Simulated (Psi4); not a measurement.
C3H8, charge +1, doublet, at a GFN2-xTB geometry (a state made from the parent by changing its charge; the spin is typed, not shown lowest). Base run: Psi4 1.11 with CCSD/6-31G*.

Psi4 was given this input:
```
memory 2 GB

molecule mol {
1 2
  C     1.161192    0.510453   -0.283191
  C     0.103243   -0.510993   -0.054067
  C    -1.255636   -0.043013    0.332650
  H     2.031563    0.087720   -0.783130
  H     0.781756    1.388046   -0.816813
  H     1.534082    0.937173    0.661362
  H     0.483380   -1.270563    0.665516
  H     0.015119   -1.196717   -0.926573
  H    -1.875767   -0.858821    0.701542
  H    -1.221049    0.786200    1.046865
  H    -1.801881    0.388279   -0.521119
}

set basis 6-31g*
set reference uhf

energy('ccsd')
print_variables()
```

The base run was repeated with changes; each row names its change, and settings that it needs were set with it.

```tsv
change	ΔE vs base (kcal/mol)	MP2 correlation (Eh)	basis functions	core-seconds (rough)	outcome
base	0.000	-0.40599	61	20	converged
cc_type = df	0.031	-0.40570	61	50	converged
method = cisd	-	-	-	-	input refused
method = ccsd(t)	-8.47	-0.40599	61	50	converged
method = lccd	-3.61	-0.40599	61	10	converged
method = omp2	?	-0.40570	61	20	converged
method = scs-mp2	28.30	-0.40599	61	5	converged
method = mp3	6.41	-0.40570	61	5	converged
puream = on	6.63	-0.39571	58	30	converged
method = mp2.5	?	-0.40570	61	5	converged
```

Complete the blanks.


- method = omp2, ΔE vs base (kcal/mol): 23.12
- method = mp2.5, ΔE vs base (kcal/mol): 17.37

Open shells are given as the SCF converged; they aren't shown to be the lowest states, and a large step between rows can be another state.

- method = cisd: ended with `psi4.driver.p4util.exceptions.MissingMethodError: Method=cisd is not available for any derivative level under conditions CI_TYPE=CONV, REFERENCE=UHF, FREEZE_CORE=FALSE, QC_MODULE=(auto). See https://psicode.org/psi4manual/master/introduction.html#ss-cisd. Or d`
